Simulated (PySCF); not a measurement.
C4H7BF2O2.
SMILES: `FC(F)[C@H]1CCOBO1`

The closed-shell ground state was solved at several levels (PySCF, density fitting, gas phase, non-relativistic). Isolated species at its GFN2-xTB geometry (one conformer only).

```
              level  basis functions  HOMO (eV)  LUMO (eV)  gap (eV)  dipole (D)
CAM-B3LYP/def2-SVPD              248     -10.33       0.90     11.23        2.48
      PBE0/pcSseg-1              188      -8.78       0.57      9.35        2.46
```

Estimate the row for PBE0/def2-SVPD, a basis of 248 functions; the other rows only guide the guess.

HOMO -8.86 eV, LUMO 0.29 eV, gap 9.15 eV, dipole 2.42 D.

Over all these levels, which gives the widest orbital gap and which the narrowest?

CAM-B3LYP/def2-SVPD (range-separated hybrid) has the widest, 11.23 eV, and PBE0/def2-SVPD (global hybrid, 25 % exact exchange) the narrowest, 9.15 eV. The two share the basis. From the narrowest to the widest the HOMO moves by -1.47 eV and the LUMO by +0.61 eV.

How far do the dipole and the HOMO energy spread over the levels?

The dipole runs from 2.42 to 2.48 D (mean 2.45 D) and the HOMO from -10.33 to -8.78 eV.
